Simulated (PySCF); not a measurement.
F3Te, multiplicity 2. Atoms are numbered in the order given.

```xyz
4

Te     0.0000     0.0000     0.2523
F      0.0000     1.9914     0.1126
F      0.0000    -1.9914     0.1126
F      0.0000     0.0000    -1.6830
```
Charge 0, spin multiplicity 2.

Geometry optimised at PBE-D3(BJ)/def2-SVP. The multiplicity is an assumed one; other spin states were not compared. The isomer is the one that the SMILES or the coordinates give; other isomers of the formula were not compared. The def2 effective core potentials stand for the cores of Te; spin–orbit coupling is left out.

Calculation: PBE-D3(BJ)/def2-SVP (PySCF).

Frequencies are harmonic and unscaled.

```
mode  ν (cm⁻¹)  IR (km/mol)  moving atoms (share of kinetic energy)
----  --------  -----------  --------------------------------------
1           52          9.7                         F 80 %, Te 20 %
2          156         11.9                         F 82 %, Te 18 %
3          251          4.0                                  F 95 %
4          546          0.3                                 F 100 %
5          578        138.5                         F 77 %, Te 23 %
6          626         38.6                         F 87 %, Te 13 %
```
